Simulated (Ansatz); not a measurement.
Au2S2⁻. Charge -1, multiplicity 2. Geometry PBE-D4/def2-SVPD; atoms count from 1.

Cartesian coordinates in Å:
```
Au -0.666 1.102 -0.617
Au 0.665 -1.102 0.617
S -1.105 -1.248 -1.036
S 1.106 1.248 1.036
```

In the def2 sets Au takes a core potential; there is no spin–orbit coupling. Another isomer (doublet) lies 0.51 eV lower at PBE0-D4/def2-TZVPD; other spin states weren't run for this one.

Estimate the Mulliken populations from the PBE0/def2-TZVPD orbitals of Ansatz.


| atom | charge (e) | spin (α − β) | d electrons |
| --- | --- | --- | --- |
| Au1 | 0.25 | 0.12 | 9.61 |
| Au2 | 0.25 | 0.12 | 9.61 |
| S3 | -0.75 | 0.38 | – |
| S4 | -0.75 | 0.38 | – |
Mulliken values depend strongly on the basis. With diffuse functions, as here, like atoms can get unlike values, and bond orders can come out too low or too high.

Where does the spin sit?

Summed by element: Au 0.24, S 0.76, of 1 unpaired in all. Largest on single atoms: S4 0.38, S3 0.38, Au1 0.12.

And the Mayer bond orders between heavy atoms (over 0.3)?

Au1–S3 0.79 (2.43 Å); Au1–S4 0.79 (2.43 Å); Au2–S3 0.79 (2.43 Å); Au2–S4 0.79 (2.43 Å).
